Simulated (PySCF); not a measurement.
# How methods differ on the ionisation energy of Cr¹⁴⁺

Cr¹⁴⁺ [Ne] → Cr¹⁵⁺ [He] 2s2 2p5 [2p1/2^2 2p3/2^3, M_J = 3/2], as a difference of total energies. Calculation: PySCF 2.14, in an uncontracted even-tempered set (18 s from 2.6 bohr⁻², ratio 2.4; 12 p from 3.4 bohr⁻², ratio 2.4; 5 d from 18 bohr⁻², ratio 2.6; 5 f from 27 bohr⁻², ratio 2.6); the two-component X2C-1e Hamiltonian. Correlated levels: nothing frozen; the 34 highest virtual spinors dropped. "Screened" scales the spin-orbit matrix elements by Boettger's factors to mimic the two-electron term; Breit and QED terms are absent.

```csv
method,ionisation energy (eV)
GHF (spin-free),1012.8
GMP2 (spin-free),1014.2
GHF (screened spin-orbit),1009.8
GMP2 (screened spin-orbit),1011.2
```

Question: Which method comes closest to the reference value, and which is furthest?

Answer: The reference is 1011.6 ± 0.5 eV (semi-empirical (NIST evaluation); NIST Atomic Spectra Database, ionization energies). Closest: GMP2 (screened spin-orbit) (error -0.400 eV); furthest: GMP2 (spin-free) (error 2.600 eV).
